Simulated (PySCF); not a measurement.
Radial density of N (nitrogen, neutral)

B3LYP, [He] 2s2 2p3, high-spin 4S determinant. All numbers are calculated (PySCF 2.14, the non-relativistic Hamiltonian (point nucleus), in cc-pVDZ).

```csv
r (bohr),4πr²ρ (e/bohr),4πr²(ρα − ρβ)
0.00476,0.05472,0.0001
0.00801,0.1486,0.0002
0.0135,0.3882,0.0004
0.0227,0.9679,0.0012
0.0381,2.206,0.0030
0.0641,4.362,0.0078
0.108,6.765,0.0247
0.181,7.091,0.1040
0.305,4.161,0.4085
0.513,2.271,1.1404
0.863,3.399,1.9640
1.45,2.726,1.5455
2.44,0.6621,0.4122
4.11,0.02513,0.0207
```
